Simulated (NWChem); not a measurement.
System: CHCuO; SMILES [O+]#[C-]->[CuH]

```xyz
4

Cu    -0.0013    -0.7604     0.0000
H     -0.0191    -2.2916     0.0000
O     -0.0008     2.2189     0.0000
C      0.0046     1.0896     0.0000
```
Atoms are numbered in this order, from 1.

Computed with NWChem. Coordinates come from a PBE0/def2-SVP optimisation. Ions are spin-unrestricted doublets at the neutral geometry; other ion states weren't tried.

For level PBE0/def2-SVP:

| Quantity | Value |
|---|---|
| vertical ionisation energy, ΔSCF (eV) | 9.06 |
| −ε(HOMO) (eV) | 6.71 |

**Question.** What are these values for level PBE/def2-SVP?

**Answer.** 
| Property | Result |
|---|---|
| vertical ionisation energy, ΔSCF (eV) | 9.25 |
| −ε(HOMO) (eV) | 5.74 |
